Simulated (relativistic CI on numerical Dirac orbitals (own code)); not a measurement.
Radial Dirac CI calculation of Cd VIII: levels, rates and radial parameters.

Command:

```sh
python run_levels.py task.json out
```

Input:

```
atom Cd  Z=48  charge=7  electrons=41
nucleus A=114  rms_radius_fm=4.6087
hamiltonian dirac-coulomb  breit=on  qed=on  c_scale=1
orbitals kli  potential=per-configuration
slater_scale 1
correlation none
mixing on
configurations
  [Kr] 4d5
  [Kr] 4d4 5s
  [Kr] 4d4 4f
  [Ar] 3d10 4s2 4p5 4d6
  [Kr] 4d4 5p
  [Kr] 4d3 5s2
  [Kr] 4d3 4f2
  [Ar] 3d10 4s2 4p4 4d7
  [Ar] 3d10 4s 4p6 4d6
  [Kr] 4d3 5s 5p
  [Kr] 4d4 5d
  [Kr] 4d3 4f 5s
  [Kr] 4d3 5p2
  [Kr] 4d4 6s
  [Kr] 4d4 6p
  [Kr] 4d4 5f
  [Kr] 4d4 6d
  [Ar] 3d10 4p6 4d7
  [Kr] 4d4 5g
  [Kr] 4d4 7s
  [Ar] 3d10 4s2 4p5 4d5 5s
  [Ar] 3d10 4s2 4p5 4d4 5s2
  [Kr] 4d4 7p
  [Kr] 4d4 6f
end
```

Hardware: one thread of Neoverse-V1, on a shared host. Rates were computed among at most 500 levels.

How large is the problem, and how long does it take?

5911 determinants at the lowest M give 5911 levels; 217 SCF iterations in all; about 6 s of CPU and 0.26 GiB at the peak.
